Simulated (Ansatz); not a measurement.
Ansatz (an electronic-structure program) input (wB97X-V/def2-TZVPD):

Ansatz 0.2 input:
```yaml
crystal:
  periodic: [false, false, false]
  atoms:
    - {symbol: Ta, position_ang: [0.02997588, -0.02547137, 0.03885916]}
    - {symbol: F, position_ang: [1.79808358, -0.25356820, -0.55367668]}
    - {symbol: F, position_ang: [-1.03642662, -0.39363364, 1.54104889]}
    - {symbol: F, position_ang: [-1.00479466, 0.85380294, -1.30256319]}
basis:
  gaussian:
    orbitals: def2-TZVPD
hamiltonian:
  xc: {name: wB97X-V}
magnetization: {spin_polarized: true, initial_magnetization: 2}
output: {forces: true}
```

Output:

```
Functional definition: wB97X-V
integrals: 0.10 GiB planned
990 factors; their error is unknown
integrals: 0.14 GiB planned
245 factors; integrals over basis functions are off by at most 2.0e-5 eV
mean field: 1.18 GiB planned
mean field evaluation 1: about -9699.7852 eV, gradient 4.3e1 eV
mean field evaluation 2: about -9692.1299 eV, gradient 7.1e1 eV
mean field evaluation 4: about -9706.1685 eV, gradient 1.8e0 eV
mean field evaluation 8: about -9706.2106 eV, gradient 1.1e-1 eV
mean field evaluation 16: about -9706.2323 eV, gradient 1.0e-3 eV
mean field evaluation 32: about -9706.2323 eV, gradient 2.4e-5 eV
mean field -9706.23231409 eV, -356.6974584223 hartree, gradient 2.4e-5 eV, S^2 2.002070; 1 other end points of the search recorded, 0 dependent functions left out
the calculation of the forces begins
reference -9706.23231261 eV, -356.6974583678 hartree; 21, 19 occupied and 142, 144 virtual orbitals, 990 factors
Total energy: -9706.23231261 eV, -356.6974583678 hartree
Atom 0 at     0.029976    -0.025471     0.038859 Å, force    -0.027713     0.023549    -0.035926 eV/Å
Atom 1 at     1.798084    -0.253568    -0.553677 Å, force    -0.083359     0.008415     0.033230 eV/Å
Atom 2 at    -1.036427    -0.393634     1.541049 Å, force     0.055479     0.015276    -0.069373 eV/Å
Atom 3 at    -1.004795     0.853803    -1.302563 Å, force     0.055594    -0.047240     0.072069 eV/Å
Dipole moment:     0.138456    -0.117650     0.179487 e Å
```

This is an excited triplet: at this geometry the singlet lies 0.33 eV lower at RI-MP2/CBS(def2-TZVPPD,def2-QZVPPD)+[CCSD(T)-MP2]/def2-SVPD.
